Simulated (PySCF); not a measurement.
C₃H₃FO₂. Atoms are numbered in the order given.

```xyz
9

F     -0.0781    -2.0358     0.0000
C      0.0669    -0.7337     0.0000
C      1.1522     0.0393     0.0000
O      0.7517     1.3702     0.0000
C     -0.6695     1.3539     0.0000
O     -1.0877    -0.0151     0.0000
H      2.2127    -0.1855     0.0000
H     -1.0595     1.8551     0.9062
H     -1.0595     1.8551    -0.9062
```
Charge 0, spin multiplicity 1.

Geometry: B3LYP-D3(BJ)/def2-SVP. A frequency run showed that this geometry is not a minimum. The values are those of a single conformer.

Method: TDDFT-PBE0/def2-SVPD (PySCF).

Vertical excitations. The molecule is in vacuum. State labels are in the subgroup Cs.

Give excitation energies, oscillator strengths and character. (The exact figures need the calculation; the answer reports its results.)


```json
[
 {"state": "S1", "symmetry": "A\"", "energy (eV)": "5.41", "λ (nm)": "229", "f": "0.022", "main pairs": "HOMO→LUMO 94 %"},
 {"state": "S2", "symmetry": "A\"", "energy (eV)": "5.71", "λ (nm)": "217", "f": "0.002", "main pairs": "HOMO→LUMO+2 89 %"},
 {"state": "S3", "symmetry": "A'", "energy (eV)": "6.24", "λ (nm)": "199", "f": "0.115", "main pairs": "HOMO→LUMO+1 96 %"},
 {"state": "S4", "symmetry": "A\"", "energy (eV)": "6.38", "λ (nm)": "194", "f": "0.000", "main pairs": "HOMO→LUMO+3 95 %"},
 {"state": "S5", "symmetry": "A\"", "energy (eV)": "6.69", "λ (nm)": "185", "f": "0.000", "main pairs": "HOMO→LUMO+4 97 %"},
 {"state": "S6", "symmetry": "A'", "energy (eV)": "6.96", "λ (nm)": "178", "f": "0.020", "main pairs": "HOMO→LUMO+5 98 %"},
 {"state": "S7", "symmetry": "A\"", "energy (eV)": "7.09", "λ (nm)": "175", "f": "0.003", "main pairs": "HOMO→LUMO+6 95 %"},
 {"state": "S8", "symmetry": "A\"", "energy (eV)": "7.67", "λ (nm)": "162", "f": "0.008", "main pairs": "HOMO→LUMO+7 87 %"},
 {"state": "S9", "symmetry": "A\"", "energy (eV)": "8.24", "λ (nm)": "150", "f": "0.019", "main pairs": "HOMO→LUMO+9 81 %"},
 {"state": "S10", "symmetry": "A'", "energy (eV)": "8.47", "λ (nm)": "146", "f": "0.038", "main pairs": "HOMO→LUMO+8 99 %"},
 {"state": "T1", "symmetry": "A'", "energy (eV)": "3.91", "λ (nm)": "317", "f": "0", "main pairs": "HOMO→LUMO+1 95 %"},
 {"state": "T2", "symmetry": "A\"", "energy (eV)": "5.20", "λ (nm)": "239", "f": "0", "main pairs": "HOMO→LUMO 74 %, HOMO→LUMO+2 22 %"},
 {"state": "T3", "symmetry": "A\"", "energy (eV)": "5.50", "λ (nm)": "225", "f": "0", "main pairs": "HOMO→LUMO+2 66 %, HOMO→LUMO 23 %"},
 {"state": "T4", "symmetry": "A\"", "energy (eV)": "6.25", "λ (nm)": "198", "f": "0", "main pairs": "HOMO→LUMO+3 87 %"}
]
```
Triplets are in the Tamm–Dancoff approximation, which puts them higher than full response would, so one can lie above its singlet here.
